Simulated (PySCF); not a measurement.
Problem. Write Cartesian coordinates for `[SiH2]([SiH2][SiH2]C#N)N` as optimised with PBE0-D3(BJ)/def2-SVP.

Solution. 
```
atom  x, y, z in Å
N1    -0.9529    2.4968    0.9949
C2    -1.4152    1.4466    0.8200
Si3   -1.9965   -0.3053    0.5226
Si4   -0.3485   -1.3552   -0.7940
Si5    1.5592    0.0572   -0.8613
N6     1.9448    0.8286    0.6308
H7    -3.3432   -0.1964   -0.1079
H8    -2.1266   -0.9038    1.8831
H9    -0.9417   -1.6197   -2.1444
H10   -0.0825   -2.6765   -0.1381
H11    1.2568    1.1019   -1.8842
H12    2.7176   -0.7822   -1.2954
H13    1.3693    1.5994    0.9565
H14    2.3540    0.3113    1.3994
```

Orientation and origin are arbitrary. Atoms count from 1 in this order. Si4 (SiH2 silicon) is distorted tetrahedral (angles from 105.8° to 113.4°). Of the pairs four or more bonds apart, N1···H13 is among the closest relative to their van der Waals radii: 2.49 Å, 91 % of the sum of Bondi's values. N6 (silicon-bound nitrogen) has angles 121.3°, 119.4° and 111.9°, sum 352.5°, 0.19 Å off the plane of its three neighbours. Si3 (SiH2 silicon) is distorted tetrahedral (angles from 104.9° to 115.3°).

Bonds between heavy atoms (Å): N1≡C2 1.161, C2–Si3 1.870, Si3–Si4 2.356, Si4–Si5 2.375, Si5–N6 1.723.

Method used: PySCF 2.14.0, PBE0-D3(BJ)/def2-SVP geometry optimisation, gas phase.

Point group: C1 (no symmetry element, even within 0.4 Å). No frequency check. The numbers are those of one conformer (C2–Si3–Si4–Si5 11°, Si3–Si4–Si5–N6 40°, Si4–Si5–N6–H -74° and 74°).

Hardware: x86-64 server, one thread, shared host. Cost: 72 s of wall time. This is the geometry optimisation.
